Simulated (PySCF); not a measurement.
Spin states and ions at one geometry of Tl2

PySCF 2.14.0, UKS BP86, Tl def2-SVP with ECP60; non-relativistic Hamiltonian with scalar-relativistic core potentials where named; density fitting; no spin-orbit coupling; singlets restricted, open shells unrestricted. The geometry is relaxed for charge 0, triplet, vacuum:

```xyz
2

Tl    0.0000    0.0000    1.5991
Tl    0.0000    0.0000   -1.5991
```

Energies count from the relaxed state; an electron taken off or put on is at rest in vacuum. Charges and spins are Mulliken's.

| state | energy (eV) | spin squared | charge on Tl1 (e) | spin on Tl1 (e) | dipole about the centre of mass (D) |
| --- | --- | --- | --- | --- | --- |
| charge 0, triplet, vacuum | 0.00 | 2.00 | 0.00 | 1.00 | 0.00 |
| charge +1, doublet, vacuum | 5.55 | 0.75 | 0.50 | 0.50 | 0.00 |
| charge +1, quartet, vacuum | 11.26 | 3.75 | 0.50 | 1.50 | 0.00 |
| charge -1, doublet, vacuum | -0.81 | 1.75 | -0.50 | 0.50 | 0.00 |
| charge -1, quartet, vacuum | -1.09 | 3.75 | -0.50 | 1.50 | 0.00 |

**Question.** What does the state charge 0, quintet, vacuum give?

**Answer.** energy (eV) 5.11, spin squared 6.00, charge on Tl1 (e) 0.00, spin on Tl1 (e) 2.00, dipole about the centre of mass (D) 0.00.

With an electron taken off (doublet, the lower of the two states computed) the charges change, summed by element, by Tl +1.00 e. The vertical ionisation energy is 5.55 eV, against −ε(HOMO) = 3.29 eV over both spins of the relaxed state. The level lies 2.3 eV too high, as is usual for semilocal functionals and global hybrids, which keep a self-interaction error.

With an electron put on (quartet, the lower of the two states computed) the charges change, summed by element, by Tl -1.00 e. The vertical electron affinity is 1.09 eV, against −ε(LUMO) = 3.18 eV over both spins of the relaxed state. The basis has no diffuse functions, which an added electron needs. The added electron's level lies above zero.

Open shells may have lower solutions than those found. Strongly mixed with higher spins, so no pure states, and their order against close states isn't settled: charge -1, doublet, vacuum.
